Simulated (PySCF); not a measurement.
ethylboronic acid, C2H7BO2, SMILES CCB(O)O, point group C1.

Force field and properties: B3LYP/pcSseg-1 (PySCF, grid level 2). Vibrational terms come from second-order perturbation theory with semi-diagonal cubic constants, by steps of ±0.6 along the normal coordinates of each isotopologue. The parent has the commonest isotopes.

Equilibrium geometry (Å):

```tsv
atom	x	y	z
C1	-1.6022	0.2223	0.1424
C2	-0.3510	-0.5783	-0.2412
B3	1.0346	0.1348	0.0159
O4	2.2400	-0.4352	-0.3151
O5	1.0697	1.3674	0.5928
H6	-1.6568	1.1636	-0.4151
H7	-2.5208	-0.3410	-0.0599
H8	-1.5952	0.4823	1.2064
H9	-0.3450	-1.5394	0.2982
H10	-0.4025	-0.8637	-1.3043
H11	2.1572	-1.3071	-0.7216
H12	1.9768	1.6915	0.6975
```

Problem. Give the equilibrium and ground-state rotational constants (MHz) of parent; ²H at 10.

Solution. 
```
 species      Ae      Be      Ce      A0      B0      C0  Δ0 (u Å²)  harmonic ZPE (cm⁻¹)
  parent  8754.6  3447.8  2551.1  8710.4  3421.1  2528.8     -5.898                21747
²H at 10  8336.9  3414.7  2512.6  8313.8  3368.3  2502.7     -8.892                21052
```

Δ0 = Ic − Ia − Ib from the ground-state constants.

Problem. How is the parent's vibrational correction B0 − Be made up?

Solution. 
| axis | harmonic | Coriolis | cubic | total (MHz) |
| --- | --- | --- | --- | --- |
| a | 15.8 | -75.5 | 15.5 | -44.2 |
| b | 4.87 | -9.43 | -22.1 | -26.7 |
| c | 1.36 | -2.07 | -21.5 | -22.2 |

Problem. And its quartic centrifugal distortion constants from the harmonic force field?

Solution. Asymmetric top, A reduction, Ir representation: ΔJ = 0.762 kHz, ΔJK = 4.4 kHz, ΔK = 2.45 kHz, δJ = 0.199 kHz, δK = -0.514 kHz.

Problem. Which nuclear quadrupole couplings χaa, χbb, χcc (MHz) does the parent show, at equilibrium and averaged?

Solution. 11B at 3: -2.1, -1.5, 3.5 and -2.0, -1.4, 3.5.

A mode lies under 250 cm⁻¹, where this perturbation treatment is rough. Internal rotors are held in one well.
